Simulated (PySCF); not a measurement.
Isotope clusters of molecular radical cations, worked from isotope masses and abundances (centroid m/z, relative intensity):

1. 88.0155 (100.0), 89.0189 (3.4), 90.0199 (0.7)
2. 161.0687 (100.0), 162.0695 (16.1), 163.0664 (7.9), 164.0675 (0.8)
3. 123.0499 (100.0), 124.0515 (12.0), 125.0477 (3.9)
4. 117.9845 (1.8), 119.9813 (18.9), 120.9821 (16.0), 121.9794 (48.4), 122.9828 (1.6), 123.9786 (100.0), 124.9820 (3.3), 125.9788 (17.6), 126.9822 (0.6)

Lines and terms under 0.3 % are left out. Candidates, as SMILES:
A. `CC[Se]C`
B. `CC/C=C/C[Si@H](O)N[SiH3]`
C. `C[SiH2][C@@H]1C=C[C@@H]1C#N`
D. `O=C([C@@H]1CO1)O`

Problem. Match clusters and compounds, and give each formula.

Solution. 
1 = D, C3H4O3, monoisotopic mass of the neutral 88.0160 u; relative to that species, one 13C gives 3.2 % at +1 and one 18O gives 0.6 % at +2.
2 = B, C5H15NOSi2, monoisotopic mass of the neutral 161.0692 u; relative to that species, one 29Si gives 10.2 % at +1, one 13C gives 5.4 % at +1, one 15N gives 0.4 % at +1 and one 30Si gives 6.7 % at +2.
3 = C, C6H9NSi, monoisotopic mass of the neutral 123.0504 u; relative to that species, one 13C gives 6.5 % at +1, one 29Si gives 5.1 % at +1, one 15N gives 0.4 % at +1 and one 30Si gives 3.3 % at +2.
4 = A, C3H8Se, monoisotopic mass of the neutral 123.9791 u; relative to that species, one 74Se gives 1.8 % at -6, one 76Se gives 18.9 % at -4, one 77Se gives 15.4 % at -3, one 78Se gives 47.9 % at -2, one 13C gives 3.2 % at +1 and one 82Se gives 17.6 % at +2.

Problem. Weight all lines of cluster 3 by their intensities. What mean results?

Solution. 123.227 u over all lines, faint ones too (the ion lacks one electron, 0.0005 u); standard atomic weights give 123.230 g/mol for C6H9NSi.

Problem. Give the exact less the nominal mass of each, in mDa.

Solution. C3H8Se -20.9, C5H15NOSi2 +69.2, C6H9NSi +50.4, C3H4O3 +16.0 (neutral, monoisotopic).

Abundances used (%; other tables differ somewhat): 16O 99.757, 17O 0.038, 18O 0.205; 12C 98.93, 13C 1.07; 1H 99.9885, 2H 0.0115; 28Si 92.2297, 29Si 4.6832, 30Si 3.0872; 14N 99.632, 15N 0.368; 74Se 0.89, 76Se 9.37, 77Se 7.63, 78Se 23.77, 80Se 49.61, 82Se 8.73.

Masses and patterns are calculated from tabulated isotope masses and abundances.
